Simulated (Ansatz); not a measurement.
lithium fluoride (FLi), singlet, at a GFN2-xTB geometry (such geometries of metal compounds can be far from the true shape); PBE0/def2-SV(P) run with Ansatz (a quantum-chemistry and plane-wave program).

Input for Ansatz:
Ansatz 0.2 input:
```yaml
crystal:
  periodic: [false, false, false]
  atoms:
    - {symbol: Li, position_ang: [-0.00000000, -0.00000000, -1.14043347]}
    - {symbol: F, position_ang: [0.00000000, 0.00000000, 0.38014449]}
basis:
  gaussian:
    orbitals: def2-SV_P_.json
    symmetry_tolerance_ang: 0.01
hamiltonian:
  xc: pbe0
```
The basis file holds def2-SV(P) in the JSON format of the Basis Set Exchange.

Output, abridged:

```
Functional definition: PBE0
255 factors; integrals over basis functions are off by at most 3.9e-4 eV
mean field evaluation 1: about -2913.8860 eV, gradient 4.6e1 eV
mean field evaluation 2: about -2898.0638 eV, gradient 1.1e2 eV
mean field evaluation 4: about -2917.3846 eV, gradient 6.3e-1 eV
mean field evaluation 8: about -2917.3822 eV, gradient 1.2e-2 eV
mean field -2917.38224193 eV, -107.2118199182 hartree, gradient 1.7e-6 eV, S^2 0.000000; 0 other end points of the search recorded, 0 dependent functions left out
reference -2917.38230632 eV, -107.2118222845 hartree; 6, 6 occupied and 17, 17 virtual orbitals, 255 factors
Total energy: -2917.38230632 eV, -107.2118222845 hartree
```
